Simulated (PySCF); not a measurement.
Compound: CF3SO2Cl.
Structure used (PBE0-D3(BJ)/def2-SVP), in Å, numbered top down from 1:
```xyz
8
CClF3O2S angstrom
O      1.326   -0.178    1.467
S      0.953   -0.116    0.077
O      1.411   -1.054   -0.917
Cl     1.302    1.802   -0.611
C     -0.919   -0.094   -0.007
F     -1.327   -1.294    0.340
F     -1.383    0.804    0.829
F     -1.303    0.180   -1.232
```

Method: PBE0-D3(BJ)/def2-SVP geometry optimisation, gas phase (PySCF 2.14.0).

Take the most abundant isotopes and a rigid rotor. 

(1) What are A, B and C (MHz)?

(2) Classify the top.

(3) Is it planar, by Δ = Ic − Ia − Ib?

(4) Give the other two planar moments, Paa and Pbb, and the rms extents of the mass along the axes.

(5) Which lines would a microwave search look for?

Answers

(1) Ia = 246.86, Ib = 378.23, Ic = 433.65 u·Å²; 505379 MHz·u·Å²/I gives A = 2047, B = 1336, C = 1165 MHz.

(2) An asymmetric top: κ = (2 × 1336 − 2047 − 1165)/(2047 − 1165) = -0.61.

(3) Not planar: Δ = Ic − Ia − Ib = -191.45 u·Å². For a rigid frame Δ = −2 Σ m c², so Σ m c² = 95.72 u·Å² lies off the ab plane. The atom farthest from that plane is 1.27 Å away.

(4) Paa = Σ m a² = (Ib + Ic − Ia)/2 = 282.51 and Pbb = Σ m b² = (Ia + Ic − Ib)/2 = 151.14 u·Å². With the mass M = 167.93 u, the rms extents √(P/M) along a, b and c are 1.30, 0.95, 0.76 Å.

(5) The dipole components are |μa| = 0.84 D, |μb| = 1.54 D, |μc| = 0.01 D. Intensities carry the squares of the components, which stand as 0.30 : 1.00 : 0.00 (a : b : c). Some lines, for components of 0.1 D or more:

```json
{"type": "a", "branch": "Q", "J(Ka,Kc)": "2(1,1) ← 2(1,2)", "MHz": "512", "lower level (cm⁻¹)": "0.268"}
{"type": "b", "branch": "Q", "J(Ka,Kc)": "1(1,0) ← 1(0,1)", "MHz": "882", "lower level (cm⁻¹)": "0.083"}
{"type": "a", "branch": "Q", "J(Ka,Kc)": "3(1,2) ← 3(1,3)", "MHz": "1022", "lower level (cm⁻¹)": "0.510"}
{"type": "b", "branch": "Q", "J(Ka,Kc)": "2(1,1) ← 2(0,2)", "MHz": "1080", "lower level (cm⁻¹)": "0.249"}
{"type": "b", "branch": "Q", "J(Ka,Kc)": "3(1,2) ← 3(0,3)", "MHz": "1422", "lower level (cm⁻¹)": "0.496"}
{"type": "b", "branch": "Q", "J(Ka,Kc)": "3(2,1) ← 3(1,2)", "MHz": "2027", "lower level (cm⁻¹)": "0.544"}
{"type": "b", "branch": "Q", "J(Ka,Kc)": "2(2,0) ← 2(1,1)", "MHz": "2160", "lower level (cm⁻¹)": "0.285"}
{"type": "a", "branch": "R", "J(Ka,Kc)": "1(0,1) ← 0(0,0)", "MHz": "2502", "lower level (cm⁻¹)": "0.000"}
{"type": "b", "branch": "Q", "J(Ka,Kc)": "3(2,2) ← 3(1,3)", "MHz": "2917", "lower level (cm⁻¹)": "0.510"}
{"type": "b", "branch": "R", "J(Ka,Kc)": "1(1,1) ← 0(0,0)", "MHz": "3213", "lower level (cm⁻¹)": "0.000"}
{"type": "b", "branch": "Q", "J(Ka,Kc)": "3(3,0) ← 3(2,1)", "MHz": "3869", "lower level (cm⁻¹)": "0.611"}
{"type": "b", "branch": "Q", "J(Ka,Kc)": "3(3,1) ← 3(2,2)", "MHz": "3998", "lower level (cm⁻¹)": "0.607"}
{"type": "a", "branch": "R", "J(Ka,Kc)": "2(1,2) ← 1(1,1)", "MHz": "4832", "lower level (cm⁻¹)": "0.107"}
{"type": "a", "branch": "R", "J(Ka,Kc)": "2(1,1) ← 1(1,0)", "MHz": "5174", "lower level (cm⁻¹)": "0.113"}
{"type": "b", "branch": "R", "J(Ka,Kc)": "2(1,2) ← 1(0,1)", "MHz": "5543", "lower level (cm⁻¹)": "0.083"}
{"type": "b", "branch": "R", "J(Ka,Kc)": "3(0,3) ← 2(1,2)", "MHz": "6833", "lower level (cm⁻¹)": "0.268"}
{"type": "a", "branch": "R", "J(Ka,Kc)": "3(1,3) ← 2(1,2)", "MHz": "7233", "lower level (cm⁻¹)": "0.268"}
{"type": "a", "branch": "R", "J(Ka,Kc)": "3(0,3) ← 2(0,2)", "MHz": "7400", "lower level (cm⁻¹)": "0.249"}
{"type": "a", "branch": "R", "J(Ka,Kc)": "3(2,2) ← 2(2,1)", "MHz": "7505", "lower level (cm⁻¹)": "0.357"}
{"type": "b", "branch": "R", "J(Ka,Kc)": "2(2,0) ← 1(1,1)", "MHz": "7505", "lower level (cm⁻¹)": "0.107"}
{"type": "a", "branch": "R", "J(Ka,Kc)": "3(2,1) ← 2(2,0)", "MHz": "7609", "lower level (cm⁻¹)": "0.358"}
{"type": "a", "branch": "R", "J(Ka,Kc)": "3(1,2) ← 2(1,1)", "MHz": "7742", "lower level (cm⁻¹)": "0.285"}
{"type": "b", "branch": "R", "J(Ka,Kc)": "3(1,3) ← 2(0,2)", "MHz": "7800", "lower level (cm⁻¹)": "0.249"}
{"type": "b", "branch": "R", "J(Ka,Kc)": "3(2,2) ← 2(1,1)", "MHz": "9638", "lower level (cm⁻¹)": "0.285"}
{"type": "b", "branch": "R", "J(Ka,Kc)": "3(2,1) ← 2(1,2)", "MHz": "10282", "lower level (cm⁻¹)": "0.268"}
{"type": "b", "branch": "R", "J(Ka,Kc)": "3(3,1) ← 2(2,0)", "MHz": "11475", "lower level (cm⁻¹)": "0.358"}
```

Stationary, but not proved a minimum. No vibrational averaging or centrifugal distortion is included, and the geometry carries the error of its method. Quadrupole hyperfine structure (35Cl) is left out.
